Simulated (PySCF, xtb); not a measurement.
Si(F)(OH)2(SeH) (FH3O2SeSi), SMILES [SeH][Si](F)(O)O.

xtb with GFN2-xTB at its own geometry gives an orbital gap of 4.75 eV and a dipole moment of 2.56 D.

Geometry: B3LYP-D3(BJ)/def2-SVP. This is a generated structure with no PubChem entry under its InChIKey; it may be hypothetical. The values are those of a single conformer.

Problem. What does PBE/def2-TZVP run with PySCF give? (An estimate is asked for; the answer gives what the named calculation found.)

Solution. gap 5.23 eV (levels -6.24 and -1.00 eV), dipole 1.60 D.
